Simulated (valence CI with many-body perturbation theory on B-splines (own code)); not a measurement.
Results of a calculation; reference values are marked as such.
Sensitivity of CI+MBPT for Ho XXXV

Method: valence CI with perturbative core correlation (CI+MBPT): five valence electrons over a frozen Dirac-Fock core [Ar] 3d10, radial functions for each j: 6 s, 6 p, 5 d, 3 f, 1 g, with the one-electron correlation potential Σ1 (screened to all orders), the two-electron term Σ2, the three-electron term Σ3, Breit, model QED; selected single and double excitations, second order for the rest, scaled by the run's own slope (own B-spline code, finite nucleus).

The last digits are not significant, and no measured levels were compared; by estimate large intervals hold to a few tenths of a per cent, small ones and those within an open d or f shell to about a per cent. Among the levels kept, up to 340 cm⁻¹ of a level comes from second order outside the variational space, and about a tenth of that is noise between levels of different J, which matters for small intervals.

The reference run has the lowest level (4s^2 4p1/2^2 4p3/2) J=3/2 and an ionisation energy of 1444.27 eV. Its largest variational space holds 10000 state functions.

Levels are named by their leading jj configuration (3d3/2^4 stands for four electrons in 3d with j = 3/2), which in mixed levels can hold well under half, so a name can repeat and another be missing. Letters in brackets count levels of one name in rising energy.

Changed runs:
A. averaging of valence orbitals over low configurations on → off
B. highest l with Σ1, explicit Σ2 and valence Breit (higher l get mean screening factors) 3 → 0
C. hole-hole ladder in Σ2 on → off
D. Davidson iteration limit 60 → 2 (bad on purpose)

Excitation energies of the reference run in cm⁻¹, and shifts in cm⁻¹:

```csv
Level,Reference,A,B,C,D
(4s^2 4p1/2 4p3/2^2) J=3/2,405905,+2.1,-2075,-63,+0.1
(4s^2 4p1/2 4p3/2^2) J=5/2,443899,+0.5,-1190,-23,+0.2
(4s^2 4p1/2 4p3/2^2) J=1/2,491515,+1.9,-723,+35,0
(4s^2 4p3/2^3) J=3/2,903844,+3.7,-2736,-21,+0.2
(4s^2 4p1/2^2 4d3/2) J=3/2,1033430,-5.0,+939,-30,+0.1
(4s 4p1/2^2 4p3/2^2) J=5/2,1037340,+3.8,-2682,-77,+0.2
(4s 4p1/2^2 4p3/2^2) J=1/2,1157260,+3.4,-17,+21,+0.1
(4s 4p1/2^2 4p3/2^2) J=3/2,1180270,+0.5,+2527,+2.8,+0.2
(4s^2 4p1/2^2 4d5/2) J=5/2,1196430,-8.3,+4143,-16,+0.2
(4s^2 4p1/2 4p3/2 4d3/2) J=3/2 [a],1436710,-0.9,-1517,-91,+0.2
(4s^2 4p1/2 4p3/2 4d3/2) J=5/2 [a],1443410,-4.1,-413,-83,+0.3
(4s^2 4p1/2 4p3/2 4d3/2) J=1/2 [a],1444930,-2.7,-545,-87,0
Ionisation energy (eV),1444.27,+0.00017,+6.21,-0.03,0
```

Run D: The Davidson iterations stopped at their limit.
